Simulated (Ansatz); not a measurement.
Mean bond length (Å) of eight silicon and germanium compounds: PBE-D3(BJ) beside PBE0-D3(BJ), computed with Ansatz (a first-principles code) for isolated molecules in the bases named; differences from unrounded values. The eight are the first of their class met in an unordered collection, after screening for sound electronic states; none was chosen by its value. Each level has its own optimised geometry.

| molecule | basis | PBE0-D3(BJ) | PBE-D3(BJ) | difference |
|---|---|---|---|---|
| C2H11NSi3, SMILES [SiH2]1CC[SiH2]N1[SiH3] | def2-SVP | 1.499 | 1.509 | 0.011 |
| N-methyl-N-silylethenamine (C3H9NSi), SMILES C=CN(C)[SiH3] | def2-SVP | 1.308 | 1.318 | 0.010 |
| Si(H)2(Me)(OMe) (C2H8OSi), SMILES CO[SiH2]C | def2-SVP | 1.322 | 1.333 | 0.011 |
| BrH5N2OSi, SMILES N[Si](N)(O)Br | def2-SVP | 1.370 | 1.384 | 0.013 |
| C2H7NOSi2, SMILES O1C([SiH3])=NC[SiH2]1 | def2-SVP | 1.483 | 1.494 | 0.012 |
| CH₆Cl₂Si₂, SMILES [SiH3]C[SiH](Cl)Cl | def2-SVP | 1.604 | 1.615 | 0.011 |
| C₂H₅ClSi₂, SMILES C#C[Si@@H]([SiH3])Cl | def2-SVP | 1.612 | 1.622 | 0.010 |
| Si(H)(F)(vinyl)(OH) (C2H5FOSi), SMILES C=C[SiH](O)F | def2-SVP | 1.356 | 1.367 | 0.011 |

PBE-D3(BJ) lies below PBE0-D3(BJ) in 0 and above it in 8 of the eight; the mean signed difference is 0.011 and the largest 0.013 Å.
